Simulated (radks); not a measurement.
Values are calculated unless marked as measured or tabulated.
Problem. All-electron atom: neutral platinum in [Kr] 4d10 4f14 5s2 5p5.75 5d9 6s1.25 (fractional occupations, a model configuration). Code: a radial shooting solver on a logarithmic mesh with Libxc functionals. Model: Dirac Kohn-Sham, BLYP, spin-unpolarised, spherical densities, finite nucleus; open shells fill j = l - 1/2 first; Fermi nuclear charge, rms radius 5.427 fm.

Spin-orbit splittings of the eigenvalues, e(l+1/2) - e(l-1/2), with zeta = 2 splitting/(2l+1) and mean radii in bohr:

shell  occ.  splitting (eV)  zeta (eV)  <r> j=l-1/2  <r> j=l+1/2
2p        6            1729       1153      0.05906      0.06749
3p        6           380.1      253.4       0.1768       0.1923
3d       10           81.95      32.78       0.1676       0.1723
4p        6           90.57      60.38       0.4179       0.4518
4d       10           16.84      6.737       0.4617       0.4730
4f       14               ?          ?       0.5124       0.5197
5p     5.75           15.05      10.03        1.033        1.133
5d        9           1.363     0.5452        1.631        1.718

Estimate the 4f splitting.

Solution. 3.456 eV (zeta = 0.9874 eV).
